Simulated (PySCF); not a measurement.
1,1-difluorobuta-1,3-diene (C4H4F2), SMILES C=CC=C(F)F. Geometry: PBE-D3(BJ)/def2-SVP. Other conformers were not sampled.

Method: PySCF with PBE-D3(BJ)/def2-SVP.

Harmonic wavenumbers (cm⁻¹): 143, 169, 224, 379, 474, 578, 597, 658, 820, 872, 883, 977, 994, 1177, 1193, 1263, 1333, 1397, 1642, 1732, 3078, 3095, 3139, 3182. Rotational constants (GHz): 9.613, 1.921, 1.601; symmetry number 1.

Q: Work out the zero-point energy and the ideal-gas rigid-rotor harmonic-oscillator thermochemistry at 298.15 K and 1 atm.

A: ZPE = ½ Σ hcν = ½ × 29998 cm⁻¹ = 42.88 kcal/mol. H − E(el) = 47.24 kcal/mol. Entropy in cal/(mol K): translation 39.41, rotation 26.79, vibration 11.08, total 77.28. G − E(el) = 24.20 kcal/mol. Cp = 22.78 cal/(mol K). Modes under 150 cm⁻¹ make the vibrational entropy uncertain.
